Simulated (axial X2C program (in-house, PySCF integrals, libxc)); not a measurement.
**TeC: bond constants with and without spin–orbit coupling**

Computed with an in-house relativistic program for diatomic molecules. Spin-free means the one-electron spin-free X2C Hamiltonian; two-component (2c) means X2C with spin–orbit coupling and atomic mean-field two-electron Coulomb and Gaunt terms, so the difference of the two also holds small scalar two-electron terms. Basis: Te dyall-cv3z [11s12p8d4f1g], C dyall-v3z [7s6p2d1f] (cores contracted in-house); Gaussian nuclei, density fitting, unrestricted open shells. Masses: Te 129.906 u, C 12.000 u.

State, spin-free: M_S = 0, Λ = 0 (closed shell); electrons by block: σα: 13, σβ: 13, π+α: 6, π+β: 6, π-α: 6, π-β: 6, δ+α: 2, δ+β: 2, δ-α: 2, δ-β: 2. Fragments: Te + C.

State, 2c: Ω = 0 (closed shell); electrons by block: 1/2: 19, -1/2: 19, 3/2: 8, -3/2: 8, 5/2: 2, -5/2: 2. Fragments: Te + C.

```
Hamiltonian    level  Re (Å)  ωe (cm⁻¹)  Be (cm⁻¹)  De (eV)  k (mdyn/Å)  μ (D)
  spin-free     PBE0   1.882      905.2     0.4332     4.70         5.3  -2.59
  spin-free       HF   1.867      960.0     0.4403     1.42        5.96  -2.24
  spin-free      MP2   1.892      915.2     0.4289     4.92        5.42    n/a
  spin-free     CCSD   1.891      903.7     0.4293     4.23        5.29    n/a
  spin-free  CCSD(T)   1.911      850.4     0.4204     4.71        4.68    n/a
  spin-free      M06   1.888      889.9     0.4306     4.68        5.13  -2.88
         2c     PBE0   1.885      898.6      0.432     4.45        5.23  -2.61
         2c       HF   1.871      946.2     0.4383      n/a         5.8  -2.29
         2c      M06   1.890      882.8     0.4294     4.35        5.04  -2.90
```

Correlated methods: 10 electrons correlated (number of frozen shells: Te 4 s, 3 p, 2 d; C 1 s), 222 virtual spin orbitals or spinors in MP2, 88 natural virtuals in coupled cluster.

Dipoles are positive if C is the positive end.

One determinant describes the state; a PBE0 search over occupations chose it and may have missed a lower one. Closed shells are restricted here (equal orbitals for both partners); the stretched side of such a curve lies too high. Dissociation energies refer to the lowest single-determinant-based atoms at the same level and basis. De is not given where an atomic determinant may have missed its ground term or J level, or where the truncated virtual space spoils (T). Coupled cluster ran in a truncated set of natural virtual spinors; the MP2 energy of the rest was added. (T) has no such correction and the atoms are truncated less, which lowers De at CCSD(T) by a hundredth of an eV or more. The 2c atoms are single determinants rather than J levels; their spin–orbit lowering is only partly caught, and De is too large by that part. This holds for PBE0, M06. Without a current term, density functionals place determinants with orbital angular momentum somewhat too high. The T1 diagnostic is large, a sign of multireference character. With the outer-core shells frozen, correlated bond lengths of heavy atoms tend to come out a few hundredths of an ångström too long.

No reliable constants came from CCSD (2c), CCSD(T) (2c), MP2 (2c): no minimum in range, unconverged points, a curve that is not smooth, a change of character along it, or the two Hamiltonians disagreeing along it.

Rough cost a point (2c) on 1 thread(s) of a shared host, integrals apart: PBE0 0.5 s, HF 0.3 s, M06 0.8 s.

The whole task took 100 s on 1 thread of Arm Neoverse V2 (shared host).
